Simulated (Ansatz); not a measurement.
```yaml
crystal:
  periodic: [false, false, false]
  atoms:
    - {symbol: N, position_ang: [-0.240407, 1.442925, -0.209178]}
    - {symbol: C, position_ang: [-0.279121, 0.036846, -0.552188]}
    - {symbol: O, position_ang: [0.619159, -0.231255, -1.608487]}
    - {symbol: Si, position_ang: [0.200955, -1.096893, 0.888227]}
    - {symbol: F, position_ang: [1.424345, -0.383878, 1.646941]}
    - {symbol: H, position_ang: [0.504117, 1.672759, 0.437407]}
    - {symbol: H, position_ang: [-1.119213, 1.780002, 0.156856]}
    - {symbol: H, position_ang: [-1.314728, -0.182576, -0.858388]}
    - {symbol: H, position_ang: [0.561200, 0.523214, -2.207369]}
    - {symbol: H, position_ang: [0.638883, -2.450691, 0.475934]}
    - {symbol: H, position_ang: [-0.929790, -1.167453, 1.850844]}
basis:
  gaussian: {orbitals: def2-mTZVPP, nuclear_model: gaussian}
total_charge: 1
magnetization: {spin_polarized: true, initial_magnetization: 1}
hamiltonian: {xc: {name: HF}}
correlation: {method: ccsd_t}
```

```sh
$ ansatz run in.yaml --threads 4 --pin off --events-out ev --progress --plain --max-ram 10444MiB
```

Output, abridged:

```
Functional definition: HF
1354 factors; integrals over basis functions are off by at most 1.2e-3 eV
mean field evaluation 1: about -15200.6951 eV, gradient 4.3e1 eV
mean field evaluation 2: about -15200.7230 eV, gradient 4.3e1 eV
mean field evaluation 4: about -15207.4758 eV, gradient 3.7e0 eV
mean field evaluation 8: about -15208.0506 eV, gradient 1.2e0 eV
mean field evaluation 16: about -15208.1544 eV, gradient 8.3e-4 eV
mean field evaluation 128: about -15206.1746 eV, gradient 3.5e-3 eV
mean field -15208.15437881 eV, -558.8893649641 hartree, gradient 3.8e-6 eV, S^2 0.765973; 5 other end points of the search recorded, 0 dependent functions left out
determinant -15208.15437881 eV, -558.8893649641 hartree, with singles and doubles -15231.67827020 eV, -559.7538520276 hartree
determinant -15207.26750359 eV, -558.8567729007 hartree, with singles and doubles -15230.96395220 eV, -559.7276013254 hartree
determinant -15207.17651023 eV, -558.8534289566 hartree, with singles and doubles -15231.52366872 eV, -559.7481705280 hartree
determinant -15206.17456442 eV, -558.8166081271 hartree, with singles and doubles -15230.22925048 eV, -559.7006015351 hartree
determinant -15208.15437881 eV, -558.8893649641 hartree, with singles and doubles -15231.70722319 eV, -559.7549160302 hartree
determinant -15207.17651023 eV, -558.8534289566 hartree, with singles and doubles -15231.60252318 eV, -559.7510683758 hartree
9 core orbitals not correlated: weight in the atoms' cores, before any rotation towards them, 1.000 or more for the frozen orbitals, at most 0.000 for the correlated occupied ones
reference -15208.15437881 eV, -558.8893649641 hartree; 16, 15 occupied and 123, 124 virtual orbitals, 1354 factors
second order -22.25602422 eV of doubles, -0.00000000 eV of singles
cycle   1  -23.55284739 eV  change   -3.0e-6 eV  update   3.0e-6
perturbative correction -0.79182120 eV, -0.0290988925 hartree
Total energy: -15232.49904741 eV, -559.7840150336 hartree
```

Hardware: 4 threads of an Intel Xeon on a shared host. Wall time 110 s, peak host memory 3 GiB.
